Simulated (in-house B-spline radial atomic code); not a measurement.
RPA and G0W0 for the terbium ion Tb⁴⁺, [Xe] 4f7, highest spin, as one setting changes: the highest l of the empty states. Start: PBE. A dash marks a level of low quasi-particle weight. Computed with a B-spline radial code for spherical atoms: all electrons, scalar-relativistic (spin-free one-electron X2C), finite nucleus, each spin shell either full or empty, empty states to the listed l with an (l + 1/2)⁻⁴ tail; G0W0 by contour deformation at full frequency.

Without the two-electron picture change, the correlation of inner shells comes somewhat too large for so heavy an element.

```
highest l of the empty states  RPA summed (Eh)  RPA extrapolated (Eh)  G0W0 level (eV)
                            5          -4.6877                -5.3363     4f up -67.13
                            6          -4.9203                -5.3197     4f up -67.21
                            7                ?                      ?                ?
                            8          -5.1121                -5.2752     4f up -67.19
                            9          -5.1525                -5.2614     4f up -67.18
                           10                ?                      ?                ?
                           11          -5.1936                -5.2481     4f up -67.16
```

Question: What belongs in the row for 10?

Answer: RPA summed (Eh): -5.1774; RPA extrapolated (Eh): -5.2532; G0W0 level (eV): 4f up -67.17.

Question: What belongs in the row for 7?

Answer: RPA summed (Eh): -5.0434; RPA extrapolated (Eh): -5.295; G0W0 level (eV): 4f up -67.19.
